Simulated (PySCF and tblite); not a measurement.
Values are calculated unless marked as measured or tabulated.
**Rotation: stationary points, barriers and rates**

System: C7H5N2O (charge -1), numbered as in [cH:1]1[cH:2][o:3][c:4](-[c:5]2[cH:6][cH:7][n:8][n-:9]2)[cH:10]1.

Motion: rotation about the C4–C5 bond (torsion O3–C4–C5–C6 from 0° to 180°, rising). The path came from a restrained scan, a climbing-image band and a saddle search at GFN2-xTB; energies are revPBE/pcSseg-1 + D3(BJ)//GFN2-xTB, thermal terms GFN2-xTB. Rate constants are transition-state-theory values, counting equivalent paths, without tunnelling. (PySCF 2.14 with density fitting, tblite 0.8.)

```json
{"point": "start", "symmetry": "Cs", "E(GFN2) kcal/mol": "0.0", "E(DFT) kcal/mol": "0.0", "ZPE change kcal/mol": "0.00", "lowest mode cm⁻¹": "69"}
{"point": "saddle", "symmetry": "C1", "E(GFN2) kcal/mol": "6.0", "E(DFT) kcal/mol": "7.6", "ZPE change kcal/mol": "-0.10", "lowest mode cm⁻¹": "74i"}
{"point": "end", "symmetry": "Cs", "E(GFN2) kcal/mol": "1.2", "E(DFT) kcal/mol": "2.8", "ZPE change kcal/mol": "0.01", "lowest mode cm⁻¹": "58"}
```

| Property | Result |
| --- | --- |
| Electronic barrier | 7.6 kcal/mol |
| Barrier with zero-point energy | 7.5 kcal/mol |
| ΔH‡ (298 K) | 7.0 kcal/mol |
| ΔS‡ (298 K, symmetry apart) | -3.3 cal/(mol K) |
| Paths | 2 equivalent paths |
| End point | a different minimum |
| Mean lifetime of the start against this motion at 298 K | 58 ns |
| Cost | 2.4 min on 1 thread of Arm Neoverse V1, on a host shared with other jobs (rough), peak memory 0.71 GiB, launched as `OMP_NUM_THREADS=1 python ens_run.py task.json out` |

| T/K | ΔG‡ kcal/mol | k s⁻¹ | ΔG kcal/mol | k back s⁻¹ |
| --- | --- | --- | --- | --- |
| 150 | 7.7 | 42 | 2.8 | 4.7×10⁵ |
| 200 | 7.8 | 2.8×10⁴ | 2.8 | 3×10⁷ |
| 250 | 7.9 | 1.4×10⁶ | 2.8 | 3.7×10⁸ |
| 298 | 8.0 | 1.7×10⁷ | 2.8 | 1.9×10⁹ |
| 350 | 8.1 | 1.2×10⁸ | 2.8 | 6.7×10⁹ |
| 400 | 8.3 | 5×10⁸ | 2.8 | 1.7×10¹⁰ |
| 500 | 8.6 | 3.6×10⁹ | 2.8 | 6×10¹⁰ |

ΔG and ΔG‡ leave out symmetry numbers and mirror images; rates count paths: 2 out, 2 back.

The ion is treated without a counter-ion.
